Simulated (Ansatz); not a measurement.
A short molecular-dynamics run on GeH2(OiPr)2 (C₆H₁₆GeO₂).

```yaml
crystal:
  periodic: [false, false, false]
  atoms:
    - {symbol: Ge, position_ang: [1.375999, 0.018033, 1.048948]}
    - {symbol: H, position_ang: [1.233724, 0.392157, 2.544929]}
    - {symbol: H, position_ang: [2.780984, -0.351533, 0.512715]}
    - {symbol: O, position_ang: [0.884302, 1.401478, 0.014120]}
    - {symbol: C, position_ang: [-0.267481, 2.187202, 0.361594]}
    - {symbol: C, position_ang: [-1.289181, 2.090418, -0.769360]}
    - {symbol: C, position_ang: [0.188394, 3.621673, 0.622389]}
    - {symbol: H, position_ang: [-0.739516, 1.790672, 1.295068]}
    - {symbol: H, position_ang: [-0.836641, 2.439816, -1.719964]}
    - {symbol: H, position_ang: [-2.183925, 2.710025, -0.556826]}
    - {symbol: H, position_ang: [-1.617526, 1.041673, -0.907114]}
    - {symbol: H, position_ang: [0.911501, 3.656352, 1.461408]}
    - {symbol: H, position_ang: [0.690226, 4.028632, -0.279366]}
    - {symbol: H, position_ang: [-0.669481, 4.277781, 0.873871]}
    - {symbol: O, position_ang: [0.251072, -1.368960, 0.853339]}
    - {symbol: C, position_ang: [0.300350, -2.175191, -0.335164]}
    - {symbol: C, position_ang: [-1.073950, -2.151306, -1.000362]}
    - {symbol: C, position_ang: [0.741022, -3.585412, 0.053664]}
    - {symbol: H, position_ang: [1.046113, -1.757102, -1.056455]}
    - {symbol: H, position_ang: [-1.843928, -2.521991, -0.293099]}
    - {symbol: H, position_ang: [-1.092376, -2.789629, -1.906865]}
    - {symbol: H, position_ang: [-1.344964, -1.119180, -1.296836]}
    - {symbol: H, position_ang: [1.749123, -3.568137, 0.513712]}
    - {symbol: H, position_ang: [0.033729, -4.011406, 0.794529]}
    - {symbol: H, position_ang: [0.772421, -4.256086, -0.828897]}
basis:
  gaussian: {orbitals: def2-SVP}
magnetization: {spin_polarized: true, initial_magnetization: 0}
hamiltonian: {xc: {name: PBE}, dispersion: d3bjatm}
md: {timestep: 2 fs, n_steps: 25, ensemble: nve, temperature: 1000, initial_velocities: maxwell_boltzmann, seed: 402}
scf: {omitted_lower_state_checks: [starts]}
```

```sh
$ ansatz run in.yaml --threads 2 --pin off --events-out ev --progress --plain --max-ram 22528MiB --backend cuda --devices 0, --max-vram 18GiB
```

```tsv
step	time (fs)	potential energy (eV)	kinetic (eV)	T (K)	conserved (eV)
0	0.0	-67060.0635	2.9730	1000	-67057.0905
1	2.0	-67058.6775	1.9880	669	-67056.6895
2	4.0	-67058.5282	1.6421	552	-67056.8861
3	6.0	-67058.3636	1.4802	498	-67056.8834
4	8.0	-67057.7281	0.9827	331	-67056.7453
5	10.0	-67058.7329	1.6719	562	-67057.0610
6	12.0	-67058.4723	1.5851	533	-67056.8872
7	14.0	-67058.5015	1.5391	518	-67056.9624
8	16.0	-67058.7566	1.7785	598	-67056.9781
9	18.0	-67058.2309	1.2590	423	-67056.9719
10	20.0	-67057.9629	1.1454	385	-67056.8175
11	22.0	-67058.5470	1.5272	514	-67057.0198
12	24.0	-67057.9047	1.1169	376	-67056.7878
13	26.0	-67058.3041	1.4072	473	-67056.8970
14	28.0	-67058.2288	1.3228	445	-67056.9060
15	30.0	-67057.9132	1.2224	411	-67056.6908
16	32.0	-67058.7826	1.7754	597	-67057.0072
17	34.0	-67058.0470	1.3473	453	-67056.6997
18	36.0	-67058.5817	1.6844	567	-67056.8974
19	38.0	-67058.7034	1.8166	611	-67056.8868
20	40.0	-67058.2528	1.4874	500	-67056.7654
21	42.0	-67058.6359	1.6429	553	-67056.9931
22	44.0	-67058.0192	1.2216	411	-67056.7975
23	46.0	-67058.2559	1.3158	443	-67056.9401
24	48.0	-67058.4109	1.4946	503	-67056.9164
25	50.0	-67058.1610	1.2866	433	-67056.8744
```

Velocities are drawn at the set temperature; a run this short doesn't reach equilibrium. The conserved energy moves by 0.40 eV, a sign that the time step is too long.

Frames (Å, forces in eV/Å):

```xyz
25
time=0.0 fs
Ge    1.376    0.018    1.049    0.005   -0.002   -0.001
H     1.234    0.392    2.545   -0.002   -0.005   -0.006
H     2.781   -0.352    0.513   -0.005    0.004    0.003
O     0.884    1.401    0.014   -0.001    0.004    0.003
C    -0.267    2.187    0.362    0.006    0.010   -0.002
C    -1.289    2.090   -0.769   -0.003   -0.002   -0.002
C     0.188    3.622    0.622   -0.001    0.003    0.000
H    -0.740    1.791    1.295    0.003    0.003   -0.006
H    -0.837    2.440   -1.720    0.000   -0.002    0.006
H    -2.184    2.710   -0.557    0.002    0.001    0.002
H    -1.618    1.042   -0.907    0.000   -0.004    0.000
H     0.912    3.656    1.461    0.003    0.000    0.000
H     0.690    4.029   -0.279   -0.003   -0.004    0.002
H    -0.669    4.278    0.874   -0.003    0.001    0.000
O     0.251   -1.369    0.853   -0.002   -0.002   -0.003
C     0.300   -2.175   -0.335    0.001   -0.010    0.009
C    -1.074   -2.151   -1.000   -0.005    0.002   -0.002
C     0.741   -3.585    0.054    0.001   -0.004   -0.001
H     1.046   -1.757   -1.056   -0.007   -0.002    0.004
H    -1.844   -2.522   -0.293    0.006    0.001   -0.001
H    -1.092   -2.790   -1.907    0.002   -0.002    0.002
H    -1.345   -1.119   -1.297   -0.002    0.004    0.000
H     1.749   -3.568    0.514    0.002    0.000    0.002
H     0.034   -4.011    0.795    0.002    0.005   -0.004
H     0.772   -4.256   -0.829    0.000   -0.002   -0.003
25
time=6.0 fs
Ge    1.380   -0.006    1.050    0.758    0.442   -1.023
H     1.109    0.334    2.506    0.130    0.231    0.543
H     2.896   -0.377    0.552   -1.112    0.299    0.308
O     0.836    1.408    0.003    2.070   -1.497    0.393
C    -0.254    2.169    0.443    0.712    0.751   -2.444
C    -1.268    2.081   -0.793   -0.024    1.014    1.581
C     0.206    3.682    0.579   -1.494   -0.164    1.655
H    -0.598    1.690    1.409   -0.663    0.835   -0.442
H    -0.970    2.625   -1.729    0.602   -0.005    0.677
H    -2.084    2.731   -0.353   -0.643   -1.181   -0.866
H    -1.397    1.019   -1.145   -0.688    0.552    0.749
H     0.862    3.859    1.525   -0.546   -0.259   -1.514
H     0.612    4.134   -0.384   -0.133   -0.644    0.917
H    -0.793    4.198    0.827    1.095    0.007   -0.292
O     0.252   -1.368    0.864   -0.635   -0.274   -0.696
C     0.276   -2.180   -0.411    0.225    1.414    2.703
C    -1.084   -2.195   -0.993   -0.919    1.349   -3.713
C     0.749   -3.501    0.101    1.654   -0.791   -0.088
H     0.949   -1.535   -1.041    0.109   -1.244   -0.372
H    -1.927   -2.433   -0.327    0.111   -0.367    0.272
H    -1.119   -2.880   -2.013   -0.005    1.433    2.301
H    -1.247   -1.080   -1.339   -0.195   -1.743    0.298
H     1.790   -3.343    0.534   -0.789   -0.403   -0.205
H     0.102   -4.018    0.878    0.249    0.811   -0.633
H     0.849   -4.165   -0.770    0.133   -0.567   -0.108
25
time=12.0 fs
Ge    1.386   -0.027    1.048   -2.430    1.679    1.501
H     1.039    0.340    2.596    0.469   -0.130   -0.980
H     2.754   -0.330    0.659    1.694   -0.408   -0.615
O     0.829    1.386    0.001    1.953   -1.252    0.852
C    -0.221    2.175    0.455   -0.923    1.091   -1.244
C    -1.240    2.097   -0.777   -1.915    1.624    2.697
C     0.174    3.716    0.556    1.075   -1.493    3.284
H    -0.671    1.799    1.458    0.314    0.453   -1.133
H    -0.926    2.820   -1.556    0.004   -0.196   -0.046
H    -2.280    2.462   -0.334    1.443   -0.550   -1.096
H    -1.374    1.094   -1.188    0.118   -0.454   -0.005
H     0.873    4.075    1.470   -1.114   -1.127   -1.745
H     0.563    4.101   -0.353    0.823    0.319   -1.453
H    -0.750    4.212    0.737   -1.435    0.962    0.269
O     0.241   -1.373    0.860   -0.625    0.107   -1.261
C     0.254   -2.153   -0.414    0.129    0.333    1.755
C    -1.114   -2.209   -1.035    0.069    1.170    4.362
C     0.794   -3.437    0.127    0.423   -1.231   -2.616
H     0.919   -1.651   -1.156    0.258   -0.201    0.080
H    -1.929   -2.442   -0.311    0.329   -0.135   -0.051
H    -1.153   -2.821   -1.827   -0.099   -3.003   -3.535
H    -1.274   -1.242   -1.378   -0.867    2.530   -0.978
H     1.749   -3.228    0.557    1.270    0.043    0.662
H     0.149   -3.852    0.875   -0.816   -0.393    0.835
H     0.958   -4.202   -0.691   -0.148    0.263    0.461
25
time=18.0 fs
Ge    1.384   -0.042    1.051    0.848    0.394   -0.932
H     1.106    0.324    2.460   -0.023    0.281    1.251
H     2.923   -0.366    0.634   -1.135    0.092    0.135
O     0.861    1.339    0.016    0.341    0.829    0.547
C    -0.207    2.216    0.417   -0.743    0.410   -0.617
C    -1.241    2.136   -0.707    0.378   -0.647   -0.920
C     0.133    3.723    0.564   -1.332    0.423   -3.440
H    -0.722    1.968    1.337   -0.007   -0.938    1.125
H    -0.880    2.931   -1.392   -0.677   -0.418   -0.676
H    -2.305    2.183   -0.506   -0.750    1.123    0.867
H    -1.307    1.127   -1.180    0.967    0.182   -0.146
H     0.821    4.054    1.279    1.445    0.235    2.008
H     0.624    4.040   -0.447   -0.696   -0.250    1.169
H    -0.843    4.367    0.663    1.374   -1.125   -0.088
O     0.217   -1.374    0.831   -0.312    0.998   -0.580
C     0.241   -2.115   -0.374    0.631   -1.035   -1.580
C    -1.150   -2.198   -1.048   -0.452   -0.311   -1.995
C     0.858   -3.405    0.117   -0.453   -0.545    2.509
H     0.944   -1.837   -1.218   -0.102    1.068    0.610
H    -1.884   -2.512   -0.268   -0.111    0.190   -0.277
H    -1.183   -3.070   -1.941    0.218    2.156    2.103
H    -1.486   -1.146   -1.549    0.708   -2.173    1.120
H     1.843   -3.156    0.669   -1.090   -0.319   -0.776
H     0.112   -3.708    0.947    1.043   -0.264   -0.763
H     1.036   -4.241   -0.557   -0.071   -0.356   -0.654
25
time=24.0 fs
Ge    1.384   -0.054    1.052   -0.166    0.488    1.427
H     1.195    0.362    2.580    0.102   -0.300   -0.581
H     2.834   -0.394    0.619   -0.128   -0.139   -0.129
O     0.902    1.310    0.041   -0.891    2.645   -0.334
C    -0.217    2.264    0.377   -0.561   -1.835    3.822
C    -1.244    2.162   -0.657   -2.541   -1.201   -3.228
C     0.091    3.731    0.523    4.988   -0.831    2.550
H    -0.703    1.908    1.402    0.898    0.297   -1.379
H    -1.033    2.937   -1.438   -0.320   -0.073    0.103
H    -2.436    2.169   -0.485    2.510    0.042    0.292
H    -0.975    1.214   -1.210   -0.703    0.291    0.237
H     0.962    3.976    1.410   -2.416   -0.522   -2.003
H     0.593    3.970   -0.394    0.674    0.748   -1.148
H    -0.766    4.344    0.605   -1.500    0.848    0.460
O     0.185   -1.354    0.791   -0.427    1.332    0.925
C     0.240   -2.104   -0.371    0.254   -0.737   -1.886
C    -1.187   -2.199   -1.075    2.420   -0.523    5.086
C     0.906   -3.399    0.141   -1.343   -0.791   -1.322
H     0.967   -1.700   -1.130   -0.276    0.359    0.038
H    -1.877   -2.527   -0.291   -0.432   -0.003    0.398
H    -1.151   -2.966   -1.723    0.184   -3.304   -3.121
H    -1.580   -1.370   -1.526   -0.788    3.093   -1.334
H     1.813   -3.136    0.647    1.253    0.324    0.254
H     0.249   -3.704    0.934   -0.711   -0.750    0.917
H     1.070   -4.279   -0.536   -0.080    0.542   -0.046
25
time=30.0 fs
Ge    1.383   -0.064    1.058   -0.626    0.698    1.023
H     1.306    0.323    2.591   -0.034   -0.235   -0.430
H     2.741   -0.482    0.546    0.589   -0.216   -0.283
O     0.926    1.334    0.061   -0.608    2.088   -0.396
C    -0.235    2.272    0.408    1.582    0.172   -2.733
C    -1.277    2.159   -0.689    3.252   -0.242   -1.394
C     0.136    3.732    0.505   -3.379   -0.200   -4.762
H    -0.538    1.853    1.309   -1.392   -0.580    2.437
H    -1.268    2.933   -1.475    0.430    0.599    0.221
H    -2.224    2.185   -0.299   -3.251   -0.823    1.044
H    -0.839    1.313   -1.214   -1.136   -1.192   -0.456
H     0.709    3.849    1.284    3.978    1.355    4.879
H     0.631    4.060   -0.471   -0.345   -0.216    0.981
H    -0.827    4.354    0.641    1.073   -0.712   -0.153
O     0.143   -1.308    0.768   -0.748    0.349    0.891
C     0.247   -2.110   -0.413   -0.309    0.463    0.941
C    -1.183   -2.225   -1.043   -0.390   -1.365   -1.540
C     0.925   -3.409    0.158    0.004    0.126   -0.244
H     0.913   -1.470   -1.052   -0.045   -1.052   -0.691
H    -1.960   -2.526   -0.252    0.933    0.206   -0.685
H    -1.111   -3.146   -1.847   -0.425    2.038    1.521
H    -1.638   -1.265   -1.589    1.275   -1.617    1.012
H     1.932   -3.091    0.587   -0.779   -0.371   -0.398
H     0.324   -3.854    1.019    0.312    0.600   -0.783
H     1.089   -4.217   -0.589    0.040    0.125   -0.003
25
time=36.0 fs
Ge    1.380   -0.070    1.068    0.927    0.321   -2.054
H     1.410    0.223    2.529   -0.074    0.214    1.045
H     2.794   -0.618    0.403   -1.129    0.549    0.539
O     0.937    1.402    0.074   -0.156    0.432    0.428
C    -0.222    2.260    0.414    0.641   -1.300   -0.283
C    -1.286    2.141   -0.744   -1.638   -1.533    1.907
C     0.176    3.727    0.472    1.010    0.761    3.538
H    -0.617    1.838    1.466    0.280    1.119   -1.848
H    -1.402    3.059   -1.410    0.270   -0.921    0.549
H    -2.284    1.982   -0.083    1.434    0.378   -1.873
H    -1.083    1.157   -1.307   -0.376    1.297    0.427
H     0.828    3.938    1.519   -1.145   -0.357   -2.715
H     0.673    4.163   -0.441   -0.160   -0.547    0.528
H    -0.778    4.281    0.680    0.350    0.063   -0.256
O     0.087   -1.254    0.762   -0.234   -0.399   -0.485
C     0.243   -2.111   -0.431   -0.190   -0.150    1.688
C    -1.167   -2.281   -1.022    1.991    0.235   -1.021
C     0.938   -3.411    0.154    0.180    1.176   -1.517
H     0.862   -1.525   -1.183   -0.025   -0.880    0.355
H    -1.887   -2.510   -0.285   -1.206   -0.489    1.415
H    -1.179   -3.039   -1.814    0.021   -0.379   -0.209
H    -1.425   -1.338   -1.499   -0.382    0.610   -0.195
H     1.961   -3.112    0.455   -0.039   -0.017    0.359
H     0.406   -3.899    0.992   -0.206    0.292   -0.051
H     1.114   -4.132   -0.655   -0.146   -0.476   -0.271
25
time=42.0 fs
Ge    1.380   -0.075    1.070   -1.524    1.868    0.618
H     1.481    0.169    2.681   -0.196   -0.075   -1.135
H     2.570   -0.610    0.394    1.333   -0.348   -0.605
O     0.946    1.478    0.095    1.149   -1.915    1.078
C    -0.188    2.227    0.391    0.039    1.811   -2.790
C    -1.316    2.092   -0.751    0.993   -0.255    2.104
C     0.224    3.725    0.504   -1.279   -0.598   -0.055
H    -0.704    2.055    1.305   -0.436   -1.060    1.692
H    -1.451    3.021   -1.260   -0.182    0.952   -0.965
H    -2.212    1.834   -0.231   -1.643    0.479    1.097
H    -1.389    1.219   -1.375    1.319   -0.798   -1.118
H     0.862    4.012    1.324    0.662   -0.333    1.099
H     0.717    4.134   -0.362    0.336    0.075   -1.196
H    -0.710    4.279    0.657   -0.359    0.471   -0.019
O     0.026   -1.207    0.747    0.422   -0.653   -1.095
C     0.232   -2.122   -0.400    0.348   -1.136    1.026
C    -1.124   -2.329   -1.004   -1.867    0.341    0.164
C     0.955   -3.388    0.105   -0.045   -0.168   -1.023
H     0.852   -1.788   -1.259    0.367    0.942    0.313
H    -1.910   -2.560   -0.170    1.015    0.278   -1.251
H    -1.222   -3.081   -1.853    0.369    0.475    0.806
H    -1.328   -1.305   -1.440   -0.552   -0.692    0.205
H     1.979   -3.138    0.430    0.170    0.085    0.193
H     0.419   -3.853    0.943   -0.194   -0.198    0.208
H     1.085   -4.133   -0.746   -0.244    0.452    0.650
25
time=50.0 fs
Ge    1.372   -0.070    1.073   -0.021    0.159   -3.350
H     1.489    0.100    2.528    0.022    0.298    1.467
H     2.660   -0.651    0.235   -0.875    0.557    0.807
O     0.997    1.518    0.155    1.048   -1.702    0.000
C    -0.176    2.244    0.314   -1.463    0.535    1.712
C    -1.366    2.016   -0.707    2.238    1.832   -2.267
C     0.263    3.720    0.537   -3.504    0.810   -5.518
H    -0.685    1.987    1.278    0.198   -0.265    0.200
H    -1.524    2.996   -1.256    0.240   -0.348    0.193
H    -2.312    1.904   -0.250   -1.438   -0.817    1.039
H    -1.219    1.322   -1.592    0.167    0.015    1.104
H     0.943    3.874    1.283    2.126    0.251    2.789
H     0.799    4.017   -0.477   -0.755   -0.187    1.579
H    -0.681    4.441    0.622    1.689   -1.216    0.039
O    -0.038   -1.167    0.696    1.176   -0.600    0.248
C     0.233   -2.160   -0.334    0.624    2.738   -2.267
C    -1.102   -2.369   -0.972   -2.569   -0.129   -1.868
C     0.973   -3.362    0.036    0.316   -1.854    3.173
H     0.934   -1.711   -1.159   -0.930    0.066    0.797
H    -1.871   -2.648   -0.159    0.781    0.041   -0.882
H    -1.143   -3.210   -1.865    0.179    1.923    1.981
H    -1.493   -1.310   -1.382    0.727   -2.104    0.550
H     2.022   -3.152    0.449   -0.898   -0.209   -0.628
H     0.400   -3.857    0.905    0.644    0.192   -0.719
H     0.982   -4.099   -0.782    0.279    0.013   -0.178
```

It took 58 s on 2 threads of AMD EPYC 7R13 on a shared host and a share (18 GiB) of an NVIDIA H100 80GB HBM3, peak host memory 0.95 GiB.
